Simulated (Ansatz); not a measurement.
`[F][GeH2][Br]` → `[F][Ge][Br]` + H₂ at 298.15 K and 1 bar (germylene formation by 1,1-elimination).

Isolated molecules relaxed with PBE0-D4/def2-TZVP in Ansatz; ΔE leaves out vibrations. CCSD(T)/CBS is the MP2 limit (def2-TZVPP, def2-QZVPP) plus CCSD(T) − MP2 in def2-TZVPP, frozen cores. This one scheme is used for every species. For Br, Ge outer-core shells are correlated without core-valence functions, which leaves a few kJ/mol of doubt a bond. Scalar relativity is left out up to krypton.

```json
{"species": "`[F][GeH2][Br]`", "CCSD(T)/CBS energy (Eh)": "-4750.49448", "H − E (kJ/mol)": "64.5", "S (J/(mol·K))": "306.6"}
{"species": "`[F][Ge][Br]`", "CCSD(T)/CBS energy (Eh)": "-4749.29775", "H − E (kJ/mol)": "19.8", "S (J/(mol·K))": "300.9"}
{"species": "H₂", "CCSD(T)/CBS energy (Eh)": "-1.17544", "H − E (kJ/mol)": "35.1", "S (J/(mol·K))": "130.4"}
```

H − E and S are ideal-gas, rigid-rotor, harmonic terms from PBE0-D4/def2-TZVP. The MP2-based limit puts H₂ 0.8 mEh under its directly extrapolated value; such offsets cancel only in part. 1 Eh = 2625.50 kJ/mol, R = 8.31446 J/(mol·K).

Question: By hand: ΔE, ΔH, ΔS and ΔG.

Answer: ΔE = (-4749.29775) + (-1.17544) − (-4750.49448) = 0.02129 Eh = 55.9 kJ/mol. Δ(H − E) = 19.8 + 35.1 − 64.5 = -9.6, so ΔH = 46.3 kJ/mol. ΔS = 300.9 + 130.4 − 306.6 = 124.7 J/(mol·K). ΔG = 46.3 − 298.15 × (124.7)/1000 = 9.1 kJ/mol.

Question: By hand: the equilibrium constant, and the temperature at which ΔG would vanish if ΔH and ΔS stayed fixed.

Answer: log₁₀ K = −ΔG/(RT ln 10) = -1.6. ΔG = 0 at ΔH/ΔS = 371 K.

The number of gas molecules changes by +1, which sets the sign of ΔS. A doubt of 5 kJ/mol in ΔE shifts log₁₀ K by 0.9 here. These are equilibria of isolated gas molecules and say nothing of rates. Largest T1 diagnostic: 0.012 (customary marks: 0.02 for closed shells, 0.045 for open ones).
